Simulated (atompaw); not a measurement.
**How hard is this tungsten (W) PAW (atompaw) potential?**

atompaw 4.2.0.5 input, output lines left out:

```
W 74
GGA-PBESOL scalarrelativistic loggrid 2001 logderivrange -5 5 251
6 6 5 4 0 0
6 0 1.75
6 1 0.25
5 2 4
0 0 0
c
c
c
c
c
v
c
c
c
v
v
c
c
v
c
2
2.55 2.05 1.85 1.60
y
0.35
n
n
y
1.9
n
custom polynom gramschmidtortho sinc
bessel
2.55
2.55
2.00
1.90
2.55
2.55
```

The pseudo-atom Hamiltonian at the reference potential is diagonalised in spherical Bessel functions j_l(qr) that vanish at 20 bohr, with q² up to the cutoff. All-electron valence levels (Ry): 6s -0.4432, 5p -3.2078, 6p -0.1140, 5d -0.3592.

Task: How do the lowest levels (Ry) of each channel move with the cutoff, and are there ghosts?

Result:

```
cutoff (Ry)     s #1     s #2     p #1     p #2    p #3     d #1    f #1  Σ f·Δε (mRy)
          8  -4.6179  -0.4426  -2.8057  -0.0815  0.0428  -0.2769  0.0971        2751.1
         10  -5.5345  -0.4430  -3.0220  -0.0959  0.0393  -0.3375  0.0971        1206.7
         12  -5.8696  -0.4430  -3.1373  -0.1055  0.0372  -0.3553  0.0971         441.3
         15  -5.9590  -0.4431  -3.1976  -0.1122  0.0359  -0.3582  0.0971          65.9
         18  -5.9719  -0.4432  -3.2052  -0.1135  0.0356  -0.3584  0.0971          19.2
         21  -5.9730  -0.4432  -3.2060  -0.1138  0.0355  -0.3588  0.0971          12.7
         25  -5.9761  -0.4432  -3.2064  -0.1138  0.0355  -0.3591  0.0971           9.6
         30  -5.9785  -0.4432  -3.2073  -0.1139  0.0355  -0.3592  0.0971           3.6
         35  -5.9787  -0.4432  -3.2077  -0.1139  0.0355  -0.3592  0.0971           0.9
         40  -5.9791  -0.4432  -3.2077  -0.1139  0.0355  -0.3592  0.0971           0.6
         45  -5.9795  -0.4432  -3.2077  -0.1139  0.0355  -0.3592  0.0971           0.5
        400  -5.9798  -0.4432  -3.2078  -0.1139  0.0355  -0.3592  0.0971           0.0
```

Result: ghost state, extra bound levels that the all-electron valence spectrum of the same l lacks: s at -81.4 eV (a true bound ghost makes a file unfit for plane-wave use); 10 mRy is reached at 25 Ry and 1 mRy at 35 Ry.
